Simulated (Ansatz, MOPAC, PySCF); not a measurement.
Molecule: tin monoxide, SnO, charge 0, multiplicity 1. SMILES: [Sn]=[O]
Coordinates optimised at B3LYP-D3(BJ)/def2-TZVP (Ansatz, a first-principles code):
```
Sn
O 1 1.8317
```

Wanted: vertical ionisation energy to the doublet, in eV. Terms: spin-orbit terms left out; STO-3G and 3-21G all-electron and non-relativistic; valence correlation only (noble-gas shells and the d and f shells of earlier blocks); 6-31G* and kin with 6d, 5d where marked; UHF or UKS for open shells; LANL2DZ with its own core potentials from Na on; def2 sets with scalar-relativistic core potentials past Kr; each state is the SCF solution reached for its charge and spin. Ab initio and DFT rows: single points at B3LYP-D3(BJ) geometries (Ansatz). Semi-empirical rows: differences of heats of formation at the shared geometry for vertical values. The Hartree-Fock reference of [O]=[Sn] is unstable towards a lower, spin-broken solution.

```
level                                    program  vertical ionisation energy to the doublet (eV)
---------------------------------------  -------  ----------------------------------------------
PM3                                        MOPAC                                            9.10
PM6                                        MOPAC                                            9.49
MNDO                                       MOPAC                                            9.74
HF/6-31G* with LANL2DZ past Ar            Ansatz                                            7.16
PBE/6-31G* with LANL2DZ past Ar           Ansatz                                            9.96
B3LYP/STO-3G                              Ansatz                                            6.58
B3LYP/6-31G* with LANL2DZ past Ar         Ansatz                                            9.71
M06-2X/6-31G* with LANL2DZ past Ar (5d)    PySCF                                            9.79
MP2/6-31G* with LANL2DZ past Ar           Ansatz                                            9.92
PBE/def2-TZVPD                            Ansatz                                            9.95
M06-2X/def2-TZVPD                          PySCF                                            9.63
```

No value to compare with is used here. The 9 habitual levels span 6.58 (B3LYP/STO-3G) to 9.96 eV (PBE/6-31G* with LANL2DZ past Ar); M06-2X/def2-TZVPD gives 9.63.

The levels are drawn from those run, B3LYP/6-31G* more often than the rest, none by its result; runs whose electronic state is in doubt are left out.
